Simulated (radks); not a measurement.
Q: Coherent X-ray form factor from a spherical all-electron density. Method: Dirac Kohn-Sham, exchange-only LDA, spin-unpolarised, spherical densities, finite nucleus; Fermi nuclear charge, rms radius of each element as measured or else 0.836 A^(1/3) + 0.57 fm; computed with a radial shooting solver on a logarithmic mesh with Libxc functionals.

sin(theta)/lambda (1/angstrom)  f0 (electrons)
0.05                                    25.315
0.1                                     23.678
0.15                                    21.772
0.2                                     19.934
0.25                                    18.222
0.3                                     16.629
0.4                                     13.797
0.5                                     11.509
0.6                                      9.783
0.8                                      7.668
1                                        6.546
1.25                                     5.583
1.5                                      4.711
2                                        3.191

The species is in the configuration that NIST lists as its ground one. Which atom or ion scatters so?

A: Neutral iron, [Ar] 3d6 4s2. Extrapolating in s^2 from the first two rows gives f0(0) = 25.9, near the electron count 26; among species with that count, the fall with angle is slower the higher Z, and the table is that of Z = 26; from so few rows the species is fixed only to a neighbour or two.
